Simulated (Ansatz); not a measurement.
`O[SiH](O)O[SiH](O)F` + `[OH][GeH3]` → `O[SiH](F)[O][GeH3]` + `O[SiH](O)O`  (ligand exchange at the Si–O bond)

Program: Ansatz. Geometries: PBE0-D4/def2-TZVP. ΔE: electronic, gas phase. CBS: MP2 limit from def2 TZ/QZ plus the TZ coupled-cluster correction, frozen cores. DFT in def2-TZVPP. B3LYP here is the variant with VWN-RPA as its local correlation; programs differ in this. For Ge outer-core shells are correlated without core-valence functions, which leaves a few kJ/mol of doubt a bond. Scalar relativity is left out up to krypton. One conformer a species, not always the lowest.

```json
{"level": "B3LYP", "ΔE (kJ/mol)": "-1.0"}
{"level": "CCSD/CBS(def2)", "ΔE (kJ/mol)": "-1.9"}
```

What does CCSD(T)/CBS give? (An estimate is asked.)

Computed: -1.4 kJ/mol. The listed levels differ from it by 0.4, -0.5 kJ/mol.

Largest T1 diagnostic among the species: 0.012.
